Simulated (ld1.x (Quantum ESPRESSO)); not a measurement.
**Hf (Z = 72), TM: configuration errors across variants**

```json
{"Element": "Hf (Z = 72)", "Generator": "ld1.x (Quantum ESPRESSO) 7.5", "Type": "norm-conserving Troullier–Martins (Kleinman–Bylander form)", "Functional": "LDA (PZ)", "Relativity": "fully relativistic", "Frozen core": "[Kr] 4d10 4f14", "Valence charge": "12", "Reference configuration": "5s2 5p6 5d2 6s2 6p0", "Partial waves": "5s (bound): rc 1.05 bohr; 5p (bound): rc 1.35 bohr; 5d (bound): rc 2.30 bohr; 5f channel at -0.15 Ry: rc 2.05 bohr", "Local potential": "all-electron potential smoothed inside 1.35 bohr (lloc = -1)", "Core correction": "none"}
```

Open shells are filled in proportion to 2j + 1 (rel_dist='average').

Occupied shells without a wave of their own: 6s. They enter only through the test configuration that unscreens the potential.

All-electron excitation energies from the reference (eV): (1) 5s2 5p6 5d2 6s1 6p0 8.200; (2) 5s2 5p6 5d2 6s0 6p0 22.701; (3) 5s2 5p6 5d1 6s0 6p0 44.795; (4) 5s2 5p6 5d2 6s0 6p1 12.952; (5) 5s2 5p5 5d2 6s2 6p0 41.665; (6) 5s2 5p6 5d2 6s1 6p1 3.883; (7) 5s2 5p6 5d1 6s2 6p1 2.054.

For the base: The 6s level has no wave, so the channel is fitted at the deeper level alone: the likely source of the large errors.

On the changes marked as counting shells twice: ld1.x takes every shell without a wave as core, so the model core holds the marked electrons as well and exchange and correlation see them twice. This cancels in the reference configuration, but the file is broken for other ones, and its errors say nothing about a proper core correction.

4 further variants failed, have other tests or another functional or relativity, and are left out.

A true bound ghost makes a file unfit for plane-wave use even where its test errors are small: the radial tests pick states by their node count and pass the ghost by.

Errors AE − PS in meV (a dash: test not solved or not reliable):

| change | (1) | (2) | (3) | (4) | (5) | (6) | (7) | bound ghosts |
| --- | --- | --- | --- | --- | --- | --- | --- | --- |
| base | -256 | -647 | -945 | -515 | -40 | -199 | +33 | not determined |
| wave 5p (bound): rc 1.35 bohr becomes 5p (bound): rc 0.88 bohr | -257 | -652 | -946 | -493 | -41 | -185 | +49 | not determined |
| wave 5f channel at -0.15 Ry: rc 2.05 bohr becomes 5f channel at -0.15 Ry: rc 1.62 bohr | -256 | -647 | -945 | -515 | -40 | -199 | +33 | not determined |
| type ultrasoft; waves now 5s (bound): rc 1.05 bohr; 6s (bound): rc 1.05 bohr; 5p (bound): rc 1.35 bohr; 6p (bound): rc 1.35 bohr; 5d (bound): rcut 2.00, rcutus 2.30 bohr; 5d channel at 0.15 Ry: rcut 2.00, rcutus 2.30 bohr; 5f channel at -0.15 Ry: rcut 1.80, rcutus 2.05 bohr; local potential all-electron potential smoothed inside 1.75 bohr (lloc = -1); augmentation PSQ, inside the norm-conserving radii | +2.3 | +15 | -8.8 | +9.1 | -87 | +2.3 | -4.4 | none |
| core correction a·sin(br)/r model core inside 0.82 bohr (6s counted twice) | -368 | -1186 | -1927 | -629 | -125 | -225 | +6.4 | not determined |
| local potential all-electron potential smoothed inside 1.70 bohr (lloc = -1) | +144 | +369 | +488 | +294 | -126 | +113 | -17 | f5/2, f7/2 |
| wave 5f channel at -0.15 Ry: rc 2.05 bohr becomes 5f channel at 0.98 Ry: rc 2.05 bohr | -256 | -647 | -945 | -515 | -40 | -199 | +33 | not determined |

Q: Give the same row for: all radii scaled by about 1.08 (s 1.12, p 1.46, d 2.48, f 2.20 bohr); local potential all-electron potential smoothed inside 1.46 bohr (lloc = -1).

A: -73, -176, -269, -124, -103, -45, +23; bound ghosts: not determined.
